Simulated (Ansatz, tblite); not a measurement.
(NaH)n: gap (eV) at several levels, gas phase, relaxed structures; Ansatz, xTB through tblite. Clusters are the lowest isomers that short searches found in that spin, judged at the geometry's level. The structures are stationary points that may keep the symmetry of their start.

```tsv
species	state	geometry	GFN2-xTB	PBE-D4/def2-SVP	r2SCAN-D4/def2-TZVP	PBE0-D4/def2-SVP	PBE0-D4/def2-TZVP
(NaH)2 ring (Na2H2)	singlet	PBE0-D4/def2-TZVP	3.25	2.69	3.57	4.26	4.28
(NaH)4 ring (Na4H4)	singlet	PBE-D4/def2-SVP	3.21	3.78	4.51	5.40	5.37
(NaH)4 cube (Na4H4)	singlet	PBE-D4/def2-SVP	3.90	3.78	4.54	5.36	5.29
Na3H3	singlet	PBE0-D4/def2-TZVP	4.02	3.87	4.63	5.45	5.40
Na5H5	singlet	PBE0-D4/def2-SVP	3.87	4.13	4.54	5.75	5.53
Na6H6	singlet	PBE-D4/def2-SVP	4.42	3.76	4.40	5.32	5.22
```

(1) Estimate the column for PBE-D4/def2-TZVP.

(1) (NaH)2 ring (Na2H2) 2.71; (NaH)4 ring (Na4H4) 3.76; (NaH)4 cube (Na4H4) 3.75; Na3H3 3.83; Na5H5 4.00; Na6H6 3.70.

Over the 6 species that have every level, the mean is 3.78 at GFN2-xTB, 3.67 at PBE-D4/def2-SVP, 3.62 at PBE-D4/def2-TZVP, 4.37 at r2SCAN-D4/def2-TZVP, 5.26 at PBE0-D4/def2-SVP, 5.18 at PBE0-D4/def2-TZVP. Orbital gaps grow with the share of exact exchange and aren't one observable across functionals.
